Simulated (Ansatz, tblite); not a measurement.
Removing and adding an electron: K2Te. The state is a singlet with charge 0. Geometry: PBE-D4/def2-TZVP. Ansatz, gas phase; energy differences of separate SCF runs; the oxidised species was run as a doublet alone; the reduced species was run as a doublet alone.

```tsv
atom	x (Å)	y (Å)	z (Å)
K1	-1.709	1.361	-1.601
K2	2.384	-0.714	1.070
Te3	-0.675	-0.648	0.531
```

In the def2 sets Te takes a core potential; there is no spin–orbit coupling. The xTB rows come from tblite. Correlated methods freeze 14 core orbitals; core or outer-core shells of K, Te are correlated, in sets that lack core-valence functions. In CCSD on the charge -1 doublet the largest single amplitude is 0.37, so its Hartree–Fock determinant may place the open shell otherwise than the density functionals do. HOMO above LUMO, or a gap near zero within one spin, warns that the state may not be the lowest or that an electron is smeared out. The structure comes from a short search, and lower isomers may exist.

Q: Estimate orbital energies and vertical ionisation energies and electron affinities at: GFN1-xTB; GFN2-xTB; HF/def2-TZVPP; PBE-D4/def2-TZVP; PBE-D4/def2-TZVPD; r2SCAN-D4/def2-TZVP; r2SCAN-D4/def2-TZVPD; PBE0-D4/def2-TZVP; PBE0-D4/def2-TZVPD; MP2/def2-TZVPP; CCSD/def2-TZVPD; CCSD/def2-TZVPP; CCSD(T)/def2-TZVPD; CCSD(T)/def2-TZVPP.

A: 
```json
{"level": "GFN1-xTB", "−HOMO (eV)": "8.98", "vertical IE (eV)": "10.73", "−LUMO (eV)": "6.58", "vertical EA (eV)": "5.46", "HOMO–LUMO gap (eV)": "2.40", "IE − EA (eV)": "5.27", "remarks": "–"}
{"level": "GFN2-xTB", "−HOMO (eV)": "5.40", "vertical IE (eV)": "8.53", "−LUMO (eV)": "4.32", "vertical EA (eV)": "1.66", "HOMO–LUMO gap (eV)": "1.08", "IE − EA (eV)": "6.88", "remarks": "–"}
{"level": "HF/def2-TZVPP", "−HOMO (eV)": "–", "vertical IE (eV)": "3.65", "−LUMO (eV)": "–", "vertical EA (eV)": "–", "HOMO–LUMO gap (eV)": "–", "IE − EA (eV)": "–", "remarks": "–"}
{"level": "PBE-D4/def2-TZVP", "−HOMO (eV)": "2.62", "vertical IE (eV)": "4.97", "−LUMO (eV)": "1.56", "vertical EA (eV)": "–", "HOMO–LUMO gap (eV)": "1.06", "IE − EA (eV)": "–", "remarks": "–"}
{"level": "PBE-D4/def2-TZVPD", "−HOMO (eV)": "2.66", "vertical IE (eV)": "–", "−LUMO (eV)": "1.59", "vertical EA (eV)": "0.55", "HOMO–LUMO gap (eV)": "1.07", "IE − EA (eV)": "–", "remarks": "HOMO above zero (-1 doublet), gap within one spin near zero (-1 doublet)"}
{"level": "r2SCAN-D4/def2-TZVP", "−HOMO (eV)": "2.56", "vertical IE (eV)": "4.79", "−LUMO (eV)": "1.01", "vertical EA (eV)": "–", "HOMO–LUMO gap (eV)": "1.55", "IE − EA (eV)": "–", "remarks": "–"}
{"level": "r2SCAN-D4/def2-TZVPD", "−HOMO (eV)": "2.60", "vertical IE (eV)": "–", "−LUMO (eV)": "1.06", "vertical EA (eV)": "0.46", "HOMO–LUMO gap (eV)": "1.54", "IE − EA (eV)": "–", "remarks": "HOMO above zero (-1 doublet), gap within one spin near zero (-1 doublet)"}
{"level": "PBE0-D4/def2-TZVP", "−HOMO (eV)": "3.29", "vertical IE (eV)": "4.81", "−LUMO (eV)": "1.06", "vertical EA (eV)": "–", "HOMO–LUMO gap (eV)": "2.23", "IE − EA (eV)": "–", "remarks": "–"}
{"level": "PBE0-D4/def2-TZVPD", "−HOMO (eV)": "3.32", "vertical IE (eV)": "–", "−LUMO (eV)": "1.10", "vertical EA (eV)": "0.46", "HOMO–LUMO gap (eV)": "2.22", "IE − EA (eV)": "–", "remarks": "HOMO above zero (-1 doublet)"}
{"level": "MP2/def2-TZVPP", "−HOMO (eV)": "–", "vertical IE (eV)": "4.73", "−LUMO (eV)": "–", "vertical EA (eV)": "–", "HOMO–LUMO gap (eV)": "–", "IE − EA (eV)": "–", "remarks": "–"}
{"level": "CCSD/def2-TZVPD", "−HOMO (eV)": "–", "vertical IE (eV)": "–", "−LUMO (eV)": "–", "vertical EA (eV)": "0.26", "HOMO–LUMO gap (eV)": "–", "IE − EA (eV)": "–", "remarks": "large T1 (0.051) (-1 doublet)"}
{"level": "CCSD/def2-TZVPP", "−HOMO (eV)": "–", "vertical IE (eV)": "4.54", "−LUMO (eV)": "–", "vertical EA (eV)": "–", "HOMO–LUMO gap (eV)": "–", "IE − EA (eV)": "–", "remarks": "–"}
{"level": "CCSD(T)/def2-TZVPD", "−HOMO (eV)": "–", "vertical IE (eV)": "–", "−LUMO (eV)": "–", "vertical EA (eV)": "0.31", "HOMO–LUMO gap (eV)": "–", "IE − EA (eV)": "–", "remarks": "large T1 (0.051) (-1 doublet)"}
{"level": "CCSD(T)/def2-TZVPP", "−HOMO (eV)": "–", "vertical IE (eV)": "4.65", "−LUMO (eV)": "–", "vertical EA (eV)": "–", "HOMO–LUMO gap (eV)": "–", "IE − EA (eV)": "–", "remarks": "–"}
```

Run but left out: HF/def2-TZVPD, MP2/def2-TZVPD (charge -1 doublet: a determinant that CCSD turns far, T1 0.051).   A HOMO above zero means that the electron is unbound at that level or that self-interaction error raises the level; the energy of removing that electron tells which. Raw xTB energy differences between charge states are shifted by several eV; the methods need an empirical correction for them.
